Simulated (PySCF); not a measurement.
# The potential of point charges around `COCCCC#N`

Species: `COCCCC#N`. Coordinates (GFN2-xTB, Å) and charges (e) from the PBE0/pcSseg-1 density (PySCF):

| atom | x | y | z | Mulliken | IAO | Hirshfeld | ESP-fitted |
| --- | --- | --- | --- | --- | --- | --- | --- |
| C1 | -2.197 | 0.100 | 1.013 | -0.0254 | -0.2002 | -0.0392 | -0.2380 |
| O2 | -1.080 | -0.513 | 0.428 | -0.5265 | -0.3996 | -0.1387 | -0.2529 |
| C3 | -0.548 | 0.225 | -0.650 | +0.0336 | -0.0480 | +0.0044 | +0.0200 |
| C4 | 0.690 | -0.496 | -1.171 | -0.2320 | -0.2488 | -0.0600 | -0.0752 |
| C5 | 1.786 | -0.552 | -0.098 | -0.2053 | -0.3020 | -0.0425 | -0.2238 |
| C6 | 2.275 | 0.766 | 0.213 | +0.0408 | +0.1413 | +0.0875 | +0.4064 |
| N7 | 2.653 | 1.819 | 0.446 | -0.2550 | -0.2595 | -0.2376 | -0.4985 |
| H8 | -1.949 | 1.102 | 1.386 | +0.0954 | +0.1249 | +0.0396 | +0.1115 |
| H9 | -2.502 | -0.533 | 1.844 | +0.1231 | +0.1591 | +0.0518 | +0.1386 |
| H10 | -3.023 | 0.187 | 0.297 | +0.0890 | +0.1215 | +0.0371 | +0.1041 |
| H11 | -0.281 | 1.241 | -0.317 | +0.1228 | +0.1218 | +0.0317 | +0.0811 |
| H12 | -1.298 | 0.316 | -1.452 | +0.1106 | +0.1204 | +0.0371 | +0.0591 |
| H13 | 1.056 | 0.021 | -2.059 | +0.1382 | +0.1492 | +0.0502 | +0.0654 |
| H14 | 0.415 | -1.516 | -1.444 | +0.1378 | +0.1520 | +0.0489 | +0.0742 |
| H15 | 2.626 | -1.163 | -0.439 | +0.1703 | +0.1783 | +0.0676 | +0.1183 |
| H16 | 1.370 | -0.994 | 0.812 | +0.1827 | +0.1896 | +0.0620 | +0.1099 |

Points outside the species (Å): A (-5.1, 1.9, 3.2); B (2.4, 3.7, 3.4); C (2.1, -0.8, 3.4); D (-3.3, -1.8, 8.9); E (3.9, -1.1, -3.6).

Task: Find the potential V = 14.3996 V·Å × Σ q/r of each set of charges at these points.

Result: In volts:

| point | nearest atom | distance (Å) | Mulliken | IAO | Hirshfeld | ESP-fitted |
| --- | --- | --- | --- | --- | --- | --- |
| A | H8 | 3.72 | +0.236 | +0.188 | +0.104 | +0.157 |
| B | N7 | 3.51 | -0.453 | -0.398 | -0.350 | -0.526 |
| C | H16 | 2.70 | -0.179 | -0.132 | -0.030 | +0.006 |
| D | H9 | 7.21 | +0.007 | +0.006 | +0.016 | +0.020 |
| E | H15 | 3.41 | +0.160 | +0.158 | +0.120 | +0.205 |

Task: How far are the other sets from the ESP-fitted one at these points?

Result: Root-mean-square difference: IAO 0.088 V, Hirshfeld 0.092 V, Mulliken 0.098 V. The ESP scheme fits charges at the nuclei, held to the total charge, to the electrostatic potential on points at 1.4 to 2.0 times the van der Waals radii.

Task: What energy would a point charge of -1 e have at B in the field of the ESP charges, leaving out polarisation?

Result: +0.526 eV = +50.8 kJ/mol, a repulsion.

The structure is a single GFN2-xTB conformer in the gas phase; no vibrational or solvent corrections.

The values belong to the conformer `[CH3:1][O:2][CH2:3][CH2:4][CH2:5][C:6]#[N:7]`: C1–O2–C3–C4 178°, O2–C3–C4–C5 -63°, C3–C4–C5–C6 -66°.
